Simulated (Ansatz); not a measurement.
```yaml
crystal:
  periodic: [false, false, false]
  atoms:
    - {symbol: B, position_ang: [-0.968475, 0.987828, -0.915149]}
    - {symbol: N, position_ang: [-0.164670, 0.148671, -0.118964]}
    - {symbol: Si, position_ang: [-0.682100, -0.433396, 1.449716]}
    - {symbol: Si, position_ang: [1.404922, -0.305754, -0.761962]}
    - {symbol: H, position_ang: [-2.050372, 1.334903, -0.534958]}
    - {symbol: H, position_ang: [-0.552303, 1.351166, -1.983319]}
    - {symbol: H, position_ang: [0.279460, 0.008287, 2.493480]}
    - {symbol: H, position_ang: [-2.031380, 0.107281, 1.733477]}
    - {symbol: H, position_ang: [-0.712277, -1.919418, 1.451425]}
    - {symbol: H, position_ang: [2.242363, 0.897295, -0.987915]}
    - {symbol: H, position_ang: [1.249607, -1.049598, -2.035646]}
    - {symbol: H, position_ang: [2.062225, -1.182267, 0.243817]}
basis:
  gaussian: {orbitals: cc-pVTZ-PP}
hamiltonian: {xc: {name: LC-wPBE}}
output: {forces: true}
```

```sh
$ ansatz run in.yaml --threads 4 --pin off --events-out ev --progress --plain --max-ram 10444MiB
```

Shortened log:

```
Functional definition: LC-wPBE
Error: <dir> the basis set cc-pVTZ-PP has no functions for B
```

In this input the basis set is misnamed or doesn't suit the job. The program refused the input.
